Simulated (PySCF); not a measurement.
This script is equivalent to a calculation on Kr⁺ (krypton, charge +1).

```python
from pyscf import gto, scf, dft, mp, cc
import basis_set_exchange as bse
mol = gto.M(atom="Kr 0 0 0", charge=1, spin=1, symmetry="D2h",
            basis=gto.basis.parse(bse.get_basis("def2-SVP", elements=["Kr"], fmt="nwchem", header=False)))
mf = dft.UKS(mol, xc="PBE0")
mf.irrep_nelec = {'Ag': (6, 6), 'B1g': (1, 1), 'B2g': (1, 1), 'B3g': (1, 1), 'B1u': (3, 3), 'B2u': (3, 3), 'B3u': (3, 2)}
mf.kernel()
```

(1) What total energy does it give?

(2) Which occupied shell lies highest, and where?

(3) What is ⟨S²⟩, and what would a pure spin state give?

## Answers

(1) -2752.602 hartree (calculated).

(2) 4p β, at -20.675 eV.

(3) 0.752, against 0.75.
